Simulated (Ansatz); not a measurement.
`[SiH3][SiH2]S` + `NBO` → `NBO[SiH3]` + `[SiH3]S`  (cleavage of the Si–Si bond)

Isolated molecules relaxed with PBE0-D4/def2-TZVP in Ansatz; ΔE leaves out vibrations. CCSD(T)/CBS adds triple-zeta CCSD(T) − MP2 to the extrapolated MP2 energy (def2 sets, frozen cores). This one scheme is used for every species. Functionals use def2-TZVPP. B3LYP here is the variant with VWN-RPA as its local correlation; programs differ in this. One conformer a species, not always the lowest.

CCSD(T)/CBS gives -0.90 eV.

(1) Another level gave -0.93 eV. Which?
A. PBE0-D4/def2-TZVPP
B. r2SCANh-D4/def2-TZVPP
C. LDA (SPW92)/def2-TZVPP
D. B3LYP/def2-TZVPP

Largest T1 diagnostic among the species: 0.012.

Results:

(1) D. B3LYP -0.93, r2SCANh-D4 -0.84, PBE0-D4 -0.71, LDA (SPW92) -0.66 eV.

At CCSD(T), def2-SVP lies +0.07 eV from the extrapolated value and def2-TZVPP −0.01 eV. From PBE to PBE0 (25 % exact exchange), in def2-TZVPP and without D4, ΔE moves by −0.08 eV.
